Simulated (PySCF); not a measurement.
BH2O3, SMILES [O]B(O)O, multiplicity 2.

Coordinates come from a ωB97X-D3(BJ)/def2-SVP optimisation. The isomer is the one that the SMILES or the coordinates give; other isomers of the formula were not compared. One conformer was computed; it need not be the lowest.

Method: ωB97X-D3(BJ)/def2-SVP in PySCF 2.14.0.

Harmonic, unscaled wavenumbers; measured fundamentals usually lie a few per cent lower.

```json
[
 {"mode": "1", "ν (cm⁻¹)": "81", "IR (km/mol)": "0.0", "moving atoms (share of kinetic energy)": "H 94 %"},
 {"mode": "2", "ν (cm⁻¹)": "389", "IR (km/mol)": "235.6", "moving atoms (share of kinetic energy)": "H 86 %, O 13 %"},
 {"mode": "3", "ν (cm⁻¹)": "410", "IR (km/mol)": "0.6", "moving atoms (share of kinetic energy)": "O 87 %, B 10 %"},
 {"mode": "4", "ν (cm⁻¹)": "437", "IR (km/mol)": "16.7", "moving atoms (share of kinetic energy)": "O 68 %, H 24 %, B 9 %"},
 {"mode": "5", "ν (cm⁻¹)": "659", "IR (km/mol)": "73.7", "moving atoms (share of kinetic energy)": "B 82 %, O 18 %"},
 {"mode": "6", "ν (cm⁻¹)": "886", "IR (km/mol)": "0.4", "moving atoms (share of kinetic energy)": "O 92 %"},
 {"mode": "7", "ν (cm⁻¹)": "905", "IR (km/mol)": "241.4", "moving atoms (share of kinetic energy)": "H 91 %, O 9 %"},
 {"mode": "8", "ν (cm⁻¹)": "984", "IR (km/mol)": "67.0", "moving atoms (share of kinetic energy)": "H 62 %, O 36 %"},
 {"mode": "9", "ν (cm⁻¹)": "1459", "IR (km/mol)": "479.0", "moving atoms (share of kinetic energy)": "B 72 %, O 27 %"},
 {"mode": "10", "ν (cm⁻¹)": "1483", "IR (km/mol)": "235.2", "moving atoms (share of kinetic energy)": "B 71 %, O 19 %, H 9 %"},
 {"mode": "11", "ν (cm⁻¹)": "3944", "IR (km/mol)": "17.3", "moving atoms (share of kinetic energy)": "H 94 %"},
 {"mode": "12", "ν (cm⁻¹)": "3951", "IR (km/mol)": "154.6", "moving atoms (share of kinetic energy)": "H 94 %"}
]
```
